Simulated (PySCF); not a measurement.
Continuum solvent and chemical shifts

Geometry:
| atom | x (Å) | y (Å) | z (Å) |
| --- | --- | --- | --- |
| C1 | -2.699 | 1.279 | -1.214 |
| C2 | -2.567 | 0.099 | -0.607 |
| C3 | -1.709 | -1.025 | -1.109 |
| N4 | -0.597 | -1.339 | -0.230 |
| Si5 | -0.683 | -2.609 | 0.972 |
| N6 | 0.364 | -0.339 | -0.184 |
| C7 | 1.703 | -0.710 | -0.615 |
| C8 | 2.591 | 0.442 | -0.115 |
| C9 | 1.646 | 1.361 | 0.681 |
| C10 | 0.474 | 0.457 | 1.021 |
| H11 | -2.179 | 1.491 | -2.154 |
| H12 | -3.327 | 2.073 | -0.801 |
| H13 | -3.085 | -0.082 | 0.344 |
| H14 | -1.320 | -0.778 | -2.112 |
| H15 | -2.320 | -1.940 | -1.215 |
| H16 | -1.404 | -2.248 | 2.240 |
| H17 | -1.411 | -3.759 | 0.357 |
| H18 | 0.704 | -3.009 | 1.351 |
| H19 | 2.025 | -1.673 | -0.169 |
| H20 | 1.725 | -0.840 | -1.709 |
| H21 | 3.393 | 0.052 | 0.529 |
| H22 | 3.080 | 0.980 | -0.940 |
| H23 | 2.123 | 1.802 | 1.569 |
| H24 | 1.289 | 2.186 | 0.046 |
| H25 | -0.465 | 0.999 | 1.210 |
| H26 | 0.699 | -0.159 | 1.924 |

GIAO PBE0/pcSseg-1 in PySCF 2.14.0 with density-fitted response routines on one PBE0-D3(BJ)/def2-SVP conformer, non-relativistic, equivalent nuclei averaged. Solvents enter as an IEF-PCM continuum (chloroform with ε = 4.7) around the gas-phase geometry. Shifts are referred to TMS computed in the same medium.

Gas phase, δ in ppm: C2 147.6, C1 124.6, C3 60.8, C7/C10 52.3, C8/C9 24.7, Si5 -69.9, H13 6.10, H11 5.43, H12 5.30, H16/H17/H18 4.61, H14/H15 3.26, H19/H20/H25/H26 2.68, H21/H22/H23/H24 1.61. Dipole moment 0.80 D.

Q: How does each δ change in the continuum?

A: 
| atoms | environment | Δδ, chloroform |
| --- | --- | --- |
| C2 | alkene CH | +1.9 |
| C1 | terminal =CH2 carbon | +0.4 |
| C3 | allylic sp3 CH2 bonded to N | +0.5 |
| C7/C10 | sp3 CH2 bonded to N | +0.7 |
| C8/C9 | sp3 CH2 in a ring | +0.5 |
| Si5 | silicon bonded to N, 3 H | +0.1 |
| H13 | hydrogen on an alkene CH | +0.12 |
| H11 | hydrogen on a terminal =CH2 carbon | +0.05 |
| H12 | hydrogen on a terminal =CH2 carbon | +0.07 |
| H16/H17/H18 | hydrogen on a silicon bonded to N | -0.04 |
| H14/H15 | hydrogen on an allylic sp3 CH2 bonded to N | +0.05 |
| H19/H20/H25/H26 | hydrogen on an sp3 CH2 bonded to N | 0.00 |
| H21/H22/H23/H24 | hydrogen on an sp3 CH2 in a ring | +0.04 |

Changes are relative to the gas phase. The dipole moment becomes 0.87 D in chloroform.

Q: Which of the listed nuclei move most (in ppm), and what does the model miss? (N and O are left out, as their reference compounds move with the solvent too.)

A: C2 (alkene CH, +1.9 ppm) in chloroform. A continuum only polarises the solute; specific hydrogen bonds, the anisotropy of aromatic solvents and changes of geometry or conformer are outside it.
